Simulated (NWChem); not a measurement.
System meant: MgCl, doublet; SMILES [Mg][Cl]

The following NWChem deck was run.

```
start job
memory heap 200 mb stack 900 mb global 1100 mb
geometry units angstroms noautoz
  Mg     0.000000     0.000000    -1.291708
  Cl     0.000000     0.000000     0.918811
end
basis spherical
  * library def2-svp
end
dft
  odft
  mult 3
  xc xpbe96 cpbe96
  iterations 150
  mulliken
end
task dft energy
```

End of the output:

```
 Summary of "ao basis" -> "" (spherical)
 ------------------------------------------------------------------------------
       Tag                 Description            Shells   Functions and Types
 ---------------- ------------------------------  ------  ---------------------
 *                          def2-svp                  on all atoms

  pbe96 is a nonlocal functional; adding pw91lda local functional.

                                 NWChem DFT Module
                                 -----------------

 Summary of "ao basis" -> "ao basis" (spherical)
 ------------------------------------------------------------------------------
       Tag                 Description            Shells   Functions and Types
 ---------------- ------------------------------  ------  ---------------------
 Mg                         def2-svp                 8       18   4s3p1d
 Cl                         def2-svp                 8       18   4s3p1d

 Summary of "ao basis" -> "ao basis" (spherical)
 ------------------------------------------------------------------------------
       Tag                 Description            Shells   Functions and Types
 ---------------- ------------------------------  ------  ---------------------
 Mg                         def2-svp                 8       18   4s3p1d
 Cl                         def2-svp                 8       18   4s3p1d

      Symmetry analysis of basis
      --------------------------

        a1         16
        a2          0
        b1          2
        b2          2
        e          16

  number of electrons :                   29
  multiplicity        :                    3
 ------------------------------------------------------------------------
  no. of electrons and multiplicity not compatible                  29
 ------------------------------------------------------------------------
 ------------------------------------------------------------------------
  current input line :
    17: task dft energy
 ------------------------------------------------------------------------
 ------------------------------------------------------------------------
 There is an error in the input file
 ------------------------------------------------------------------------
 For more information see the NWChem manual at https://nwchemgit.github.io

0: no. of electrons and multiplicity not compatible:Received an Error in Communication
```

Task: Can this run be used? If not, why, and what is the fix?

Result: The input was rejected before any calculation. Cause: the multiplicity doesn't fit the number of electrons (an even count wants an odd multiplicity, and the reverse). This input runs:
```
start job
memory heap 200 mb stack 900 mb global 1100 mb
geometry units angstroms noautoz
  Mg     0.000000     0.000000    -1.291708
  Cl     0.000000     0.000000     0.918811
end
basis spherical
  * library def2-svp
end
dft
  odft
  mult 2
  xc xpbe96 cpbe96
  iterations 150
  mulliken
end
task dft energy
```
It converges to -659.79391 Ha (PBE/def2-SVP, spin-unrestricted).
